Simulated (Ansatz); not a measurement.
Several settings on one geometry of InH2(CCH) (C2H3In) (that of the charge 0 singlet, PBE-D4/def2-TZVP). Ansatz on 4 threads of Arm Neoverse V1 on a shared host; times are rough.

```
atom   x (Å)   y (Å)   z (Å)
 In1   0.691   1.196  -0.001
  H2   2.412   1.092   0.034
  H3  -0.249   2.641  -0.041
  C4  -0.368  -0.627   0.004
  C5  -0.974  -1.687   0.003
  H6  -1.512  -2.616   0.001
```

Totals from different functionals, basis sets or treatments of relativity can't be compared as stabilities.

In the def2 sets In takes a core potential; there is no spin–orbit coupling. Correlated methods freeze 6 core orbitals; core or outer-core shells of In are correlated, in sets that lack core-valence functions.

The spins typed aren't always the lowest for that charge.

Question: Give the basis size and estimate the energy, ⟨S²⟩, dipole and time of these runs.

| run | method | charge | state | further keys |
| --- | --- | --- | --- | --- |
| 1 | UKS r2SCAN50-D4/def2-mTZVPP | -1 | doublet | point_charges: [{charge: 0.50, position_ang: [6.717, -0.995, -0.196]}] |
| 2 | RKS r2SCANh-D3(BJ)-ATM/def2-SVPD | 0 | singlet | forces asked |
| 3 | RHF, mp2/def2-SVP | 0 | singlet | scf: {omitted_lower_state_checks: [starts]}; forces asked |

Answer: 
```tsv
run	functions	energy (Eh)	⟨S²⟩	dipole (D)	wall time
1	89	-268.0662	0.77	–	3.5 s
2	96	-267.9857	–	0.29	1.9 s
3	69	-266.8754	–	0.21	0.65 s
```

The highest occupied level of an anion often lies above zero with these methods, and sets without diffuse functions describe the outer electron poorly.
